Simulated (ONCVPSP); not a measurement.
**Ce, ONCV: configuration errors across variants**

ONCVPSP 4.0.1 input, shortened (lines: element, Z, core and valence counts, functional; n l f; lmax; l rc ep ncon nbas qcut; lloc lpopt rc5 dvloc0; l nproj debl; icmod fcfact rcfact), PBE, scalar-relativistic:

```
  Ce 58.00    9    5        4      upf
    1    0    2.00
    2    0    2.00
    2    1    6.00
    3    0    2.00
    3    1    6.00
    3    2   10.00
    4    0    2.00
    4    1    6.00
    4    2   10.00
    4    3    1.00
    5    0    2.00
    5    1    6.00
    5    2    1.00
    6    0    1.00
    3
    0    2.50    0.00    3    6    3.80
    1    2.75    0.00    4    7    5.60
    2    3.05    0.00    4    8    5.20
    3    1.35    0.00    4    8   12.60
    4    5    1.15    0.00
    0    2    3.00
    1    2    2.20
    2    3    0.90
    3    2    3.30
    0    0.00    0.00
```

All-electron excitation energies from the reference (eV): (1) 4f1 5s2 5p6 5d1 6s2 -6.070; (2) 4f1 5s2 5p6 5d1 6s0 11.081; (3) 4f1 5s2 5p6 5d0 6s0 30.259; (4) 4f1 5s2 5p6 5d2 6s0 0.167.

A true bound ghost makes a file unfit for plane-wave use even where its test errors are small: the radial tests pick states by their node count and pass the ghost by.

Errors AE − PS in meV (a dash: test not solved or not reliable):

| change | (1) | (2) | (3) | (4) | bound ghosts | GHOST(+) flags above zero |
| --- | --- | --- | --- | --- | --- | --- |
| base | +0.5 | -2.9 | +1.5 | -11 | s | p |
| s: qcut 4.1; p: qcut 6; d: qcut 5.6; f: qcut 13.5 | +0.6 | -2.9 | -0.1 | -11 | s | p |
| local potential polynomial inside 1.00 bohr (lpopt 5, dvloc0 0 Ha) | +0.6 | -2.9 | +3.3 | -9.6 | s, p | d |
| core correction polynomial model core, fcfact 0.5 | +0.1 | -4.2 | +0.4 | -13 | s | p |
| f: qcut 8.6 | +0.5 | -2.9 | +1.7 | -11 | s | p |
| f: rc 1.46 | +0.5 | -2.9 | +1.5 | -11 | s | p |

Question: Give the same row for: s: qcut 5.4.

Answer: +0.8, -2.3, -0.3, -8.7; bound ghosts: s; GHOST(+) flags above zero: p.
